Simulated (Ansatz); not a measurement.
Basis-set extrapolation for `C[SiH2]OB(O)O` (PBE0-D4/def2-TZVP geometry, frozen core, Ansatz 0.2.0). Multiplicity 1, RHF reference.

```tsv
	def2-TZVPP	def2-QZVPP
HF	-580.528401	-580.551872
MP2 correlation	-1.105095	-1.190790
CCSD(T) correlation	-1.183744	not run
```

Energies in hartree. Use E(X) = E(∞) + A·exp(−7.88·√X) for Hartree–Fock and E(X) = E(∞) + B·X^(−2.97) for correlation, with X = 3 and 4, and add CCSD(T) minus MP2 of the smaller set to the MP2 limit.

**Question.** What is the CCSD(T) energy at the basis-set limit?

**Answer.** HF limit: -580.551872 + (-0.023471) × 0.13774 = -580.55510. MP2 limit: -1.190790 + (-0.085695) × 0.74074 = -1.25427. Higher-order term: -1.183744 − (-1.105095) = -0.07865. Total: -581.88802 hartree, 461.8 kJ/mol below CCSD(T)/def2-TZVPP.
